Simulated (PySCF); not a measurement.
Sn(Me)2(Cl)2 (C2H6Cl2Sn), SMILES [CH3][Sn]([CH3])([Cl])[Cl].

The structure is a stationary point at B3LYP-D3(BJ)/def2-SVP. The isomer is the one that the SMILES or the coordinates give; other isomers of the formula were not compared. The def2 effective core potentials stand for the cores of Sn; spin–orbit coupling is left out.

Two levels are set side by side: TDDFT-PBE/def2-SVPD (PySCF) and TDDFT-ωB97X/def2-SVPD (PySCF). Vertical, same geometry. The lowest singlet is HOMO→LUMO 94 % with PBE and HOMO→LUMO 77 % with the other functional; states are paired by order. Differences are taken from unrounded values.

| quantity | TDDFT-ωB97X | TDDFT-PBE | TDDFT-PBE minus TDDFT-ωB97X |
|---|---|---|---|
| lowest singlet excitation (eV) | 6.49 | 5.24 | -1.25 |
| lowest triplet excitation (TDA) (eV) | 5.72 | 4.66 | -1.06 |
| first bright state (f over 0.05) (eV) | 6.49 | 5.24 | -1.25 |
| its oscillator strength | 0.11 | 0.07 | -0.04 |

A lower first singlet is the usual sign of a functional without exact exchange. Differences between two approximate levels are no errors against the true value.

Rough cost on one machine, each run with all the roots and properties that it gave: TDDFT-ωB97X against TDDFT-PBE about 10 times.
